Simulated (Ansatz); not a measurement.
Basis-set series for ClH2In (`[Cl][InH2]`). Charge 0, multiplicity 1. In: def2 effective core potential. The geometry is a stationary point of PBE0-D4/def2-TZVP.

```tsv
functional	basis	functions	energy (Eh)	HOMO (eV)	LUMO (eV)
PBE0-D4	def2-SVP	54	-651.25675	-8.02	-1.88
PBE0-D4	def2-QZVPP	212	-651.44190	-8.24	-2.00
ωB97M-V	def2-SVP	54	-651.32651	-10.18	-0.25
ωB97M-V	def2-QZVPP	212	-651.51131	-10.46	-0.51
```

(1) Give the rows for def2-TZVPP. (Estimate.)

Results:

(1) Computed: 
```csv
functional,basis,functions,energy (Eh),HOMO (eV),LUMO (eV)
PBE0-D4,def2-TZVPP,120,-651.42641,-8.20,-1.98
ωB97M-V,def2-TZVPP,120,-651.49625,-10.42,-0.46
```
